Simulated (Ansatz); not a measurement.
Calculated with Ansatz (gas phase, PBE0-D4/def2-TZVP geometries, no zero-point term in ΔE). CBS: def2 TZ/QZ extrapolation, frozen cores. DFT in def2-TZVPP. B3LYP here is the variant with VWN-RPA as its local correlation; programs differ in this. One conformer a species, not always the lowest.

Reaction (redistribution): `OB(O)O` + `N[Si]F` → `NB(O)O` + `O[Si]F`

| level | ΔE (kcal/mol) |
| --- | --- |
| B3LYP-D4 | -0.7 |
| SCS-MP2/def2-TZVPP | -0.5 |
| CCSD(T)/def2-TZVPP | -0.2 |
| HF/CBS(def2) | 0.2 |

Q: What does CCSD(T)/CBS give? (Best estimate.)

A: Ansatz gave: -0.5 kcal/mol. The listed levels differ from it by -0.2, 0.0, 0.3, 0.7 kcal/mol.

Largest T1 diagnostic among the species: 0.015.
